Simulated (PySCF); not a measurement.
# Calculated NMR parameters of COBF

| Item | Value |
| --- | --- |
| Formula | CH4BFO |
| SMILES | COBF |
| Point group of the computed structure | C1 |
| Carbon signals | 1 |
| Proton signals | 2 |

Atoms are numbered as in `[CH3:1][O:2][BH:3][F:4]`. Each H is labelled by its parent atom.

[PySCF 2.14: spin–spin couplings from B3LYP/pcJ-1; GIAO PBE0/pcSseg-1 shieldings; geometry: PBE0-D3(BJ)/def2-SVP; non-relativistic; equivalent nuclei averaged; single conformer; gas phase]

Shifts are taken against calculated references (same method and geometry level): TMS for 1H and 13C; 19F against CFCl3; 11B vs BF3·OEt2; 17O vs H2O.

| carbon | δC, type | δH (multiplicity, J in Hz) | HMBC from (abs. J ≥ 3 Hz) | span of the C tensor (ppm) |
| --- | --- | --- | --- | --- |
| C1 | 50.4, CH3 | 3.81 (d, 1.1) | H(B3) | 79 |

Other nuclei:
| atoms | nucleus | environment | δ (ppm) | σ (ppm) |
| --- | --- | --- | --- | --- |
| H(B3) | 1H | hydrogen on a boron bonded to F, O | 4.14 | 27.13 |
| F4 | 19F | fluorine bonded to B | -81.8 | 259.0 |
| B3 | 11B | boron bonded to F, O, H | 23.2 | 77.5 |
| O2 | 17O | oxygen bonded to C, B | 122.9 | 211.7 |

Selected couplings (Hz, signed; the shortest-range and largest first, 30 at most; isotopes 11B, 1H, 19F, 13C): 1J(B3,H(B3)) 203.0, 1J(B3,F4) -164.3, 1J(C1,H(C1)) 150.1, 2J(F4,H(B3)) 112.1, 2J(C1,B3) -2.3, 3J(C1,F4) 14.2, 3J(B3,H(C1)) 3.3, 4J(F4,H(C1)) -1.1, 4J(H(C1),H(B3)) -1.0.

- δH 4.14: hydrogen on a boron bonded to F, O.
- δH 3.81: hydrogen on a methyl carbon bonded to O; its carbon carries O, an electronegative neighbour.

Hydrogens on boron are broadened and split by 11B (spin 3/2, 80 %) and 10B (spin 3). Multiplet labels drop couplings under 1 Hz and merge nearly equal ones. Shifts are as computed. Against solution values, carbons near 30 ppm lie about +2 ppm off and those near 130 ppm about +5 ppm. Of 1211 compounds with measured shifts, 218 miss one by over three times the rms of a fit or turn the order of signals round; such compounds aren't used in these exercises. Unscaled 19F shifts against computed CFCl3 carry errors that often reach 10 to 50 ppm. Experimental scales use liquid or dissolved standards, which lie at an offset from isolated H2O (liquid H2O: subtract about 36 ppm).
